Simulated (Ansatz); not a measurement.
Steps of a relaxation of C2H4FSi (`[CH]=C[SiH2]F`) radical with UKS PBE-D4/def2-SVP.

```sh
$ ansatz run in.yaml --threads 4 --pin off --events-out ev --progress --plain --max-ram 10444MiB
```

```yaml
crystal:
  periodic: [false, false, false]
  atoms:
    - {symbol: C, position_ang: [0.091300, 1.654500, -0.138800]}
    - {symbol: C, position_ang: [-0.601300, 0.582400, 0.039600]}
    - {symbol: Si, position_ang: [0.224100, -1.014700, 0.023800]}
    - {symbol: F, position_ang: [-0.767300, -2.144500, 0.298800]}
    - {symbol: H, position_ang: [0.563100, 2.612400, -0.324400]}
    - {symbol: H, position_ang: [-1.666500, 0.587000, 0.207400]}
    - {symbol: H, position_ang: [0.931900, -1.272000, -1.269200]}
    - {symbol: H, position_ang: [1.316800, -1.062200, 1.107000]}
basis:
  gaussian: {orbitals: def2-SVP}
magnetization: {spin_polarized: true, initial_magnetization: 1}
hamiltonian: {xc: pbe, dispersion: d4}
relax: {f_tol: 0.03, max_steps: 200}
```

Positions (Å) and forces (eV/Å) along the path, 16 of 20 steps:

```xyz
8
step=1 energy=-12715.8990 eV
C     0.091    1.655   -0.139    1.084    1.246   -0.395
C    -0.601    0.582    0.040   -0.489    0.326    0.042
Si    0.224   -1.015    0.024    4.707    1.815   -0.268
F    -0.767   -2.144    0.299   -3.236   -3.587    0.812
H     0.563    2.612   -0.324   -0.124    0.083    0.092
H    -1.667    0.587    0.207   -1.464    0.091    0.223
H     0.932   -1.272   -1.269   -0.072   -0.011   -0.227
H     1.317   -1.062    1.107   -0.406    0.037   -0.280
8
step=3 energy=-12716.3203 eV
C     0.114    1.704   -0.158    0.351   -0.254    0.032
C    -0.586    0.618    0.068   -0.265    0.242   -0.216
Si    0.291   -1.053    0.043    0.281    0.226   -0.052
F    -0.804   -2.234    0.310   -0.242   -0.245    0.060
H     0.519    2.698   -0.329   -0.213    0.056    0.041
H    -1.704    0.635    0.183    0.106   -0.040    0.074
H     0.932   -1.307   -1.293   -0.046    0.021    0.001
H     1.330   -1.118    1.120    0.027   -0.006    0.059
8
step=4 energy=-12716.3453 eV
C     0.149    1.674   -0.162    0.424   -0.446    0.022
C    -0.594    0.617    0.058   -0.346    0.274   -0.119
Si    0.293   -1.047    0.041    0.110    0.059   -0.033
F    -0.776   -2.251    0.310   -0.292   -0.225    0.069
H     0.483    2.690   -0.316   -0.168    0.359   -0.003
H    -1.709    0.690    0.184    0.147   -0.151    0.048
H     0.924   -1.313   -1.291    0.026    0.066   -0.083
H     1.322   -1.118    1.121    0.099    0.064    0.099
8
step=5 energy=-12716.3204 eV rejected
C     0.309    1.565   -0.180   -0.841    1.100   -0.003
C    -0.592    0.610    0.016    0.122    0.544    0.083
Si    0.300   -1.049    0.035   -0.696   -0.544    0.096
F    -0.740   -2.300    0.319    0.017    0.226   -0.018
H     0.312    2.701   -0.265    0.197   -1.113    0.056
H    -1.696    0.839    0.184    0.748   -0.339   -0.136
H     0.899   -1.320   -1.295    0.205    0.031   -0.238
H     1.299   -1.104    1.131    0.248    0.094    0.160
8
step=8 energy=-12716.4324 eV
C     0.277    1.647   -0.174    0.071    0.344   -0.038
C    -0.517    0.620    0.022    0.065   -0.163    0.001
Si    0.298   -1.077    0.037   -0.071   -0.066    0.035
F    -0.834   -2.230    0.331   -0.017    0.024   -0.003
H     0.240    2.742   -0.262    0.050    0.005   -0.003
H    -1.611    0.753    0.161   -0.150   -0.091    0.028
H     0.916   -1.363   -1.296    0.024   -0.036   -0.039
H     1.324   -1.149    1.127    0.028   -0.018    0.018
8
step=9 energy=-12716.4448 eV
C     0.268    1.725   -0.165    0.062    0.012    0.001
C    -0.443    0.627    0.004   -0.140    0.093    0.005
Si    0.314   -1.096    0.037    0.031    0.029   -0.020
F    -0.894   -2.165    0.349    0.016    0.024    0.010
H     0.144    2.816   -0.236   -0.003   -0.071    0.005
H    -1.554    0.694    0.127    0.040   -0.050   -0.003
H     0.911   -1.448   -1.294    0.001   -0.017   -0.011
H     1.346   -1.211    1.121   -0.006   -0.020    0.011
8
step=10 energy=-12716.4458 eV
C     0.269    1.715   -0.163   -0.036   -0.007    0.002
C    -0.461    0.629    0.002    0.055    0.037   -0.001
Si    0.319   -1.086    0.033   -0.063   -0.039    0.033
F    -0.886   -2.155    0.354    0.002   -0.014   -0.012
H     0.164    2.807   -0.234    0.007   -0.005    0.003
H    -1.570    0.686    0.129    0.013   -0.008   -0.010
H     0.913   -1.444   -1.298    0.005    0.010    0.000
H     1.344   -1.208    1.122    0.017    0.026   -0.014
8
step=11 energy=-12716.4493 eV
C     0.272    1.722   -0.102    0.034    0.037    0.023
C    -0.457    0.628   -0.022    0.018   -0.047   -0.005
Si    0.317   -1.088    0.036   -0.031    0.000    0.003
F    -0.875   -2.147    0.428   -0.001   -0.009    0.006
H     0.166    2.815   -0.164   -0.004   -0.004   -0.004
H    -1.572    0.672   -0.007   -0.042    0.013   -0.011
H     0.854   -1.486   -1.308    0.008   -0.005   -0.003
H     1.387   -1.173    1.084    0.019    0.014   -0.008
8
step=12 energy=-12716.4504 eV
C     0.274    1.720   -0.088   -0.001   -0.008    0.010
C    -0.461    0.628   -0.024   -0.002   -0.017   -0.015
Si    0.313   -1.088    0.035    0.012   -0.005    0.029
F    -0.872   -2.152    0.441    0.006    0.006   -0.005
H     0.170    2.812   -0.155    0.001    0.010    0.008
H    -1.577    0.679   -0.029    0.003    0.005   -0.015
H     0.851   -1.493   -1.308   -0.023   -0.002   -0.011
H     1.394   -1.162    1.072    0.004    0.012   -0.001
8
step=13 energy=-12716.4521 eV
C     0.284    1.713   -0.019   -0.293   -0.370   -0.023
C    -0.468    0.622   -0.047   -0.082    0.313   -0.022
Si    0.307   -1.092    0.037    0.023   -0.009    0.051
F    -0.852   -2.159    0.512    0.091    0.074   -0.024
H     0.180    2.804   -0.092    0.021    0.051    0.027
H    -1.589    0.690   -0.162    0.356   -0.021    0.006
H     0.796   -1.526   -1.319   -0.048   -0.013    0.043
H     1.434   -1.109    1.033   -0.069   -0.024   -0.057
8
step=14 energy=-12716.4676 eV
C     0.258    1.715    0.069   -0.062   -0.208   -0.001
C    -0.469    0.621   -0.078    0.130    0.095   -0.018
Si    0.305   -1.091    0.045   -0.035    0.081    0.018
F    -0.827   -2.137    0.616    0.051    0.022    0.001
H     0.182    2.809    0.002   -0.037    0.032    0.023
H    -1.549    0.674   -0.357   -0.008    0.022   -0.010
H     0.706   -1.570   -1.321   -0.020   -0.043   -0.015
H     1.486   -1.078    0.969   -0.020   -0.001    0.002
8
step=15 energy=-12716.4793 eV
C     0.239    1.716    0.137   -0.045   -0.138    0.119
C    -0.453    0.622   -0.129    0.006    0.127   -0.102
Si    0.302   -1.090    0.042   -0.024   -0.108   -0.011
F    -0.796   -2.108    0.726    0.069    0.105   -0.023
H     0.142    2.812    0.131   -0.014   -0.020   -0.052
H    -1.488    0.689   -0.547    0.043   -0.004    0.047
H     0.616   -1.653   -1.317   -0.019    0.009    0.022
H     1.529   -1.046    0.902   -0.016    0.028    0.001
8
step=16 energy=-12716.4689 eV rejected
C     0.208    1.706    0.252   -0.486   -0.852   -0.446
C    -0.430    0.617   -0.193   -0.046    0.840    0.137
Si    0.302   -1.096    0.032   -0.136   -0.189    0.075
F    -0.771   -2.064    0.838    0.259    0.230   -0.174
H     0.117    2.804    0.237   -0.038   -0.055    0.045
H    -1.427    0.698   -0.732    0.529    0.032    0.246
H     0.523   -1.736   -1.323   -0.007    0.058    0.185
H     1.570   -0.986    0.833   -0.075   -0.064   -0.068
8
step=17 energy=-12716.4876 eV
C     0.227    1.700    0.193   -0.064   -0.036    0.000
C    -0.447    0.621   -0.165    0.024    0.031   -0.009
Si    0.302   -1.088    0.036   -0.019   -0.054   -0.018
F    -0.779   -2.077    0.782    0.018    0.032    0.004
H     0.125    2.795    0.186    0.008   -0.002    0.006
H    -1.456    0.701   -0.639    0.041    0.009    0.012
H     0.572   -1.693   -1.315   -0.003    0.002    0.016
H     1.548   -1.017    0.865   -0.006    0.018   -0.011
8
step=19 energy=-12716.4917 eV
C     0.199    1.686    0.257   -0.107   -0.062   -0.105
C    -0.426    0.624   -0.223   -0.016    0.061    0.098
Si    0.302   -1.089    0.026   -0.028   -0.056   -0.018
F    -0.759   -2.024    0.869    0.058    0.057   -0.036
H     0.086    2.780    0.288    0.015   -0.020    0.019
H    -1.398    0.717   -0.769    0.108    0.015    0.018
H     0.507   -1.764   -1.304   -0.006    0.009    0.037
H     1.582   -0.987    0.800   -0.024   -0.003   -0.012
8
step=20 energy=-12716.4934 eV
C     0.184    1.686    0.269    0.009    0.002    0.005
C    -0.425    0.623   -0.222   -0.008   -0.011   -0.006
Si    0.301   -1.089    0.026    0.001   -0.021    0.006
F    -0.749   -2.014    0.888    0.002    0.003    0.002
H     0.079    2.780    0.307   -0.011    0.008   -0.001
H    -1.370    0.714   -0.808   -0.004    0.025   -0.003
H     0.483   -1.769   -1.301    0.004   -0.005   -0.001
H     1.589   -0.988    0.784    0.007   -0.002   -0.001
```

It took 17 s on 4 threads of an INTEL XEON PLATINUM 8581C on a shared host, with 0.2 GiB of host memory at the peak.
